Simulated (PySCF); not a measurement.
Löwdin shares of the frontier orbitals

Ta(NH)F3 (singlet state).
Structure used (PBE0-D3(BJ)/def2-SVP), in Å, numbered top down from 1:
```
atom  x, y, z in Å
Ta1   -0.003   -0.004   -0.472
N2     0.001    0.011    1.280
H3     0.006    0.018    2.293
F4     1.791   -0.003   -1.039
F5    -0.903    1.546   -1.045
F6    -0.893   -1.569   -1.018
```

Level of theory: TDDFT PBE0/def2-SVPD, vertical, gas phase, core orbitals frozen in the response, def2 core potentials past Kr (PySCF). Spin–orbit coupling is left out.

Frontier orbitals with the atoms that hold most of them (Löwdin shares over 4%, at most four atoms):

```tsv
orbital	ε (eV)	atoms
LUMO+2	-0.67	Ta1 69%, F5 8%, F6 8%, F4 8%
LUMO+1	-1.33	Ta1 66%, F4 12%, F5 8%, N2 6%
LUMO	-1.33	Ta1 66%, F6 11%, F5 9%, N2 6%
HOMO	-8.77	N2 61%, Ta1 23%, H3 6%, F5 5%
HOMO-1	-8.77	N2 61%, Ta1 23%, F4 7%, H3 6%
HOMO-2	-12.30	F5 23%, F6 23%, F4 23%, N2 17%
HOMO-3	-12.40	F5 32%, F4 32%, F6 32%
```

Within 0.005 eV of a neighbour in this list lie HOMO-1/HOMO and LUMO/LUMO+1 (point group found: C3v); within a degenerate set the shares of single atoms can hang on how the components are chosen.

**Question.** The HOMO–LUMO gap is 7.43 eV. Where does the response calculation put the lowest singlet, and from which orbitals?

**Answer.** S1 is at 5.42 eV (f = 0.0000), 2.01 eV below the gap, made of HOMO-1/HOMO→LUMO/LUMO+1 (≥94%). Without the coupling terms of the response equations the lowest excitation would equal the gap.

For S1 the Löwdin share of tantalum is 23% in HOMO and 66% in LUMO.

Next come S2 at 5.65 eV (f 0.0019), HOMO-1/HOMO→LUMO/LUMO+1 (≥96%); S3 at 5.65 eV (f 0.0022), HOMO-1/HOMO→LUMO/LUMO+1 (≥96%); S4 at 5.93 eV (f 0.023), HOMO-1/HOMO→LUMO/LUMO+1 (≥81%); S5 at 6.54 eV (f 0.035), HOMO-1/HOMO→LUMO+2 (82%), HOMO-1/HOMO→LUMO+3 (16%).

Orbitals of the list HOMO-3 to LUMO+2 that lie within 0.01 eV of each other are written together with a slash and their weights summed (≥ marks a lower bound); for degenerate orbitals outside that list single weights are arbitrary.

Löwdin shares depend on the basis, the more so with diffuse functions.

The run took 35 s (with the writing of density and orbital grids) on one thread of an x86-64 server (shared host).
